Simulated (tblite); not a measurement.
C₉H₁₀N₂.
Geometry (GFN2-xTB, Å), atoms numbered from 1 in this order:
```xyz
21
C9H10N2 angstrom
C     -3.2215    1.5297    1.4277
C     -2.6915    1.1511    0.4242
C     -2.0072    0.6741   -0.7661
N     -0.6677    0.2378   -0.4676
N      0.3718    0.9504   -0.8845
C      1.4584    0.3271   -0.4394
C      2.7734    0.8520   -0.7265
C      3.9135    0.3237   -0.2991
C      1.0833   -0.8237    0.2896
C     -0.2911   -0.8478    0.2533
C     -1.2706   -1.8101    0.8190
H     -3.7016    1.8738    2.2948
H     -2.5801   -0.1489   -1.2112
H     -1.9201    1.4899   -1.4897
H      2.7704    1.7452   -1.3363
H      3.9399   -0.5634    0.3109
H      4.8648    0.7629   -0.5451
H      1.7258   -1.5334    0.7680
H     -0.7544   -2.5276    1.4506
H     -2.0224   -1.2913    1.4131
H     -1.7819   -2.3546    0.0233
```

All values are computed: GFN2-xTB (tblite) harmonic vibrations without scaling, gas phase. This tight-binding method is rough: wavenumbers can miss measured ones by several per cent, in bad cases by 10 to 20. One conformer, not necessarily the lowest.

Harmonic wavenumbers (cm⁻¹): 43.3, 68.8, 100.9, 119.0, 168.4, 173.0, 218.1, 234.9, 293.8, 315.2, 353.6, 429.8, 501.6, 575.2, 597.6, 604.8, 641.6, 644.8, 724.0, 726.8, 798.2, 819.5, 880.1, 951.7, 986.5, 997.9, 1008.2, 1013.0, 1036.7, 1043.6, 1130.2, 1140.4, 1183.6, 1264.9, 1290.0, 1341.9, 1378.9, 1400.8, 1402.1, 1404.6, 1462.1, 1476.4, 1483.2, 1486.9, 1570.0, 1680.9, 2291.8, 2912.4, 2969.2, 2983.9, 3013.1, 3057.7, 3072.0, 3107.5, 3131.6, 3183.4, 3396.0.

A = 2417, B = 665.5, C = 581.5 MHz; mass 146.084 u (most abundant isotopes); point group C1, symmetry number 1.

**Question.** What is the zero-point energy?

**Answer.** Half the sum of the wavenumbers: 36143 cm⁻¹ = 103.34 kcal/mol.

**Question.** What is S at 298.15 K and 1 bar for an ideal gas of classical rigid rotors and harmonic oscillators?

**Answer.** Translation 40.87, rotation 30.22, vibration 34.24: S = 105.3 cal/(mol K).

**Question.** And Cp and H(298.15 K) − H(0)?

**Answer.** Cp = 43.71 cal/(mol K), of which vibrations give 35.76 (their classical limit is 57 R = 113.3); H(298.15 K) − H(0) = 7.78 kcal/mol without the zero-point energy, 5.41 from vibrations.

**Question.** Which modes carry the vibrational entropy at 298.15 K?

**Answer.** 43.3 cm⁻¹: 5.10; 68.8 cm⁻¹: 4.19; 100.9 cm⁻¹: 3.44; 119.0 cm⁻¹: 3.12; 168.4 cm⁻¹: 2.45; 173.0 cm⁻¹: 2.40 cal/(mol K); the other 51 give 13.54 together.

**Question.** Blend soft modes into free rotors: weight 1/[1 + (100 cm⁻¹/ν̃)⁴] for the oscillator and the rest for a rotor with moment μB/(μ + B), μ = h/(8π²ν), B = 10⁻⁴⁴ kg m². What vibrational entropy results?

**Answer.** 31.66 cal/(mol K) in place of 34.24, which changes −T·S at 298.15 K by +0.77 kcal/mol.

**Question.** What must be added to the electronic energy to get the Gibbs energy at 298.15 K and 1 bar?

**Answer.** ZPE + [H(298.15 K) − H(0)] − T·S = 103.34 + 7.78 − 31.41 = 79.71 kcal/mol.

**Question.** How do the functions run with temperature in this model?

**Answer.** 
```json
{"T (K)": "150", "S (cal/(mol K))": "81.9", "Cp (cal/(mol K))": "26.6", "H − H(0) (kcal/mol)": "2.58", "G − H(0) (kcal/mol)": "-9.71", "ln q(vib)": "3.53"}
{"T (K)": "250", "S (cal/(mol K))": "98.2", "Cp (cal/(mol K))": "38.1", "H − H(0) (kcal/mol)": "5.81", "G − H(0) (kcal/mol)": "-18.73", "ln q(vib)": "6.63"}
{"T (K)": "400", "S (cal/(mol K))": "119.8", "Cp (cal/(mol K))": "55.0", "H − H(0) (kcal/mol)": "12.81", "G − H(0) (kcal/mol)": "-35.10", "ln q(vib)": "11.21"}
{"T (K)": "600", "S (cal/(mol K))": "145.6", "Cp (cal/(mol K))": "72.2", "H − H(0) (kcal/mol)": "25.64", "G − H(0) (kcal/mol)": "-61.69", "ln q(vib)": "17.17"}
{"T (K)": "900", "S (cal/(mol K))": "178.2", "Cp (cal/(mol K))": "88.3", "H − H(0) (kcal/mol)": "49.93", "G − H(0) (kcal/mol)": "-110.42", "ln q(vib)": "25.54"}
```

q(vib) and H(0) count from the zero-point level.

Hindered rotation and anharmonicity are outside this model. Other conformers, if any are populated, would add a mixing term that is left out. The structure is chiral; the term R ln 2 for an equal mix with its mirror image is left out.
